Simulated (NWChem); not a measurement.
BPH4Br− (SMILES P[BH2-]Br): name the method

BPH4Br− has 7 atoms, charge -1, and is taken as a singlet. As SMILES, `P[BH2-]Br`. The shape is that of a GFN2-xTB optimisation. This is one conformer, not always the lowest.

```xyz
7

P    -1.2736    0.1562   -0.1268
B     0.6326    0.0552    0.3821
Br    0.8644   -1.6575    1.4017
H    -1.2578   -0.7636   -1.1633
H    -1.1793    1.2110   -1.0218
H     1.3357    0.0239   -0.5927
H     0.8780    0.9747    1.1209
```

A calculation with NWChem 7.3.0 gave:

```
total energy  : -2908.2397 Eh
HOMO energy   : -0.60 eV
LUMO energy   : 18.60 eV
HOMO–LUMO gap : 19.21 eV
largest force : 1.208 eV/Å
```

Problem. Which of these levels gave the numbers?
A. HF/STO-3G
B. B3LYP/6-31G* (Cartesian functions)
C. HF/3-21G
D. B3LYP/6-31G* (spherical functions)

Solution. A. The others give -2942.5650 Eh (B3LYP/6-31G* (spherical functions)), -2925.9519 Eh (HF/3-21G), -2942.5766 Eh (B3LYP/6-31G* (Cartesian functions)).
